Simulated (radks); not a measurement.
Spherical quantum dot in the effective-mass picture: electrons in a hard-walled sphere of radius 5.56, with a point charge +1 (a donor) at the centre, all in effective atomic units (hartree* = m*/eps^2 hartree, bohr* = eps/m* bohr), one dielectric constant everywhere. Method: non-relativistic Kohn-Sham, r2SCAN, spin-polarised, spherical densities, generalised Kohn-Sham scheme; computed with a radial shooting solver with Libxc functionals. Levels are named by radial order and angular momentum (1s, 1p, 1d, 2s, ...), and open shells are averaged over m. Results are scaled to m* = 0.054 and eps = 15.1, for which hartree* = 6.445 meV and bohr* = 14.8 nm.

N = 21, configuration 1s2 1p6 1d10 2s(up 1, down 0) 1f(up 2, down 0). This is the lowest configuration that the search found. Occupied levels:

| level | occupation | eigenvalue (meV) | <r> (nm) |
|---|---|---|---|
| 1s up | 1 | 29.245 | 54.97 |
| 1s down | 1 | 29.412 | 56.64 |
| 1p up | 3 | 29.831 | 59.17 |
| 1p down | 3 | 29.962 | 58.86 |
| 1d up | 5 | 30.762 | 60.66 |
| 1d down | 5 | 30.915 | 60.42 |
| 2s up | 1 | 31.423 | 25.85 |
| 1f up | 2 | 32.059 | 61.90 |

Energy (meV): total 326.789, kinetic 78.903, external -39.823, Hartree 329.18, exchange-correlation -41.468.

Electron density:

| r (nm) | n(r) (e/nm^3) |
|---|---|
| 2.39 | 0.00008033 |
| 6.48 | 0.00004579 |
| 10.6 | 0.00002620 |
| 14.7 | 0.00001520 |
| 18.7 | 9.149e-06 |
| 22.8 | 5.946e-06 |
| 26.9 | 4.483e-06 |
| 31.0 | 4.173e-06 |
| 35.1 | 4.736e-06 |
| 39.2 | 6.125e-06 |
| 43.3 | 8.171e-06 |
| 47.4 | 0.00001071 |
| 51.5 | 0.00001342 |
| 55.6 | 0.00001572 |
| 59.7 | 0.00001681 |
| 63.8 | 0.00001597 |
| 67.9 | 0.00001285 |
| 72.0 | 8.079e-06 |
| 76.1 | 3.286e-06 |
| 80.1 | 3.943e-07 |
